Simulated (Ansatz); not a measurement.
Stepwise reaction of `[F][Ga]([Cl])[Cl]` with hydrogen, as a gas-phase model of exchange steps in deposition or etching. ΔE in kJ/mol; ΔG adds harmonic PBE0-D4 terms to CCSD(T)/CBS, at 1 bar.

Gas-phase electronic energies from Ansatz, PBE0-D4/def2-TZVP geometries. CCSD(T)/CBS is the MP2 limit (def2-TZVPP, def2-QZVPP) plus CCSD(T) − MP2 in def2-TZVPP, frozen cores. This one scheme is used for every species. DFT in def2-TZVPP. B3LYP here is the variant with VWN-RPA as its local correlation; programs differ in this. For Ga outer-core shells are correlated without core-valence functions, which leaves a few kJ/mol of doubt a bond. Scalar relativity is left out up to krypton.

| step | reaction | PBE-D4 | B3LYP-D4 | ωB97M-V | CCSD(T)/CBS | ΔG(400 K) |
| --- | --- | --- | --- | --- | --- | --- |
| 2 | `[F][GaH][Cl]` + H₂ → `[F][GaH2]` + HCl | 99.1 | 99.9 | 99.2 | 101.8 | 98.4 |

(1) Give the row of step 1, `[F][Ga]([Cl])[Cl]` + H₂ → `[F][GaH][Cl]` + HCl. (An estimate is asked.)

(2) By hand: ΔE of the 2 steps together at CCSD(T)/CBS.

Answers

(1) Ansatz gave: 
```
step                                         reaction  PBE-D4  B3LYP-D4  ωB97M-V  CCSD(T)/CBS  ΔG(400 K)
   1  `[F][Ga]([Cl])[Cl]` + H₂ → `[F][GaH][Cl]` + HCl    76.8      78.4     77.3         79.4       71.4
```

(2) (79.4) + (101.8) = 181.2 kJ/mol, or 90.6 kJ/mol a step.

In ΔE each step is higher than the one before. All are uphill at CCSD(T)/CBS. ΔG lies between 71.4 and 98.4 kJ/mol a step. PBE-D4 differs from CCSD(T)/CBS by -2.7 to -2.6 kJ/mol a step. Isolated molecules leave out the surface, adducts and barriers. Largest T1 diagnostic: 0.014.
